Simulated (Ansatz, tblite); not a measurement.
Cost and result up the ladder for AsH2(tBu) (C₄H₁₁As) (16 atoms). The state is a singlet with charge 0. Geometry: PBE-D4/def2-SVP.

Cartesian coordinates in Å:
```
As -0.7182 -1.1191 1.5990
H -1.8565 -1.7323 0.7561
H 0.2074 -2.3120 1.2788
C -0.0087 0.0570 0.0988
C 1.3633 0.5756 0.5551
C -0.9971 1.2229 -0.0530
C 0.1189 -0.7151 -1.2184
H 1.7807 1.2725 -0.2048
H 1.2992 1.1286 1.5148
H 2.0937 -0.2498 0.6842
H -1.1188 1.7894 0.8934
H -2.0003 0.8735 -0.3736
H -0.6315 1.9362 -0.8244
H -0.8588 -1.1118 -1.5590
H 0.8192 -1.5699 -1.1277
H 0.5076 -0.0457 -2.0194
```

Ansatz on 4 threads of Intel Xeon Platinum 8259CL on a shared host; xTB runs through tblite on one thread. Times are rough, summed over both states, and most runs start from the orbitals of an earlier one. PBE0-D4/def2-TZVP serves as the yardstick here, not as an exact answer. The other state is a triplet.

The xTB rows come from tblite.

xTB has no spin-polarisation term.

```json
{"level": "GFN2-xTB", "functions": "36", "wall time": "0.027 s"}
{"level": "GFN1-xTB", "functions": "47", "wall time": "0.036 s"}
{"level": "PBE-D4/def2-TZVP", "functions": "238", "wall time": "9.2 s"}
{"level": "r2SCAN-D4/def2-TZVP", "functions": "238", "wall time": "16 s"}
{"level": "PBE0-D4/def2-TZVP (with forces)", "functions": "238", "wall time": "21 s"}
```

(1) Estimate what each level gives for the vertical triplet (eV).

Results:

(1) 
| level | vertical triplet (eV) | difference from PBE0-D4/def2-TZVP (eV) |
| --- | --- | --- |
| GFN2-xTB | 5.80 | 0.74 |
| GFN1-xTB | 5.42 | 0.36 |
| PBE-D4/def2-TZVP | 4.94 | -0.12 |
| r2SCAN-D4/def2-TZVP | 5.00 | -0.05 |
| PBE0-D4/def2-TZVP (with forces) | 5.06 | 0.00 |
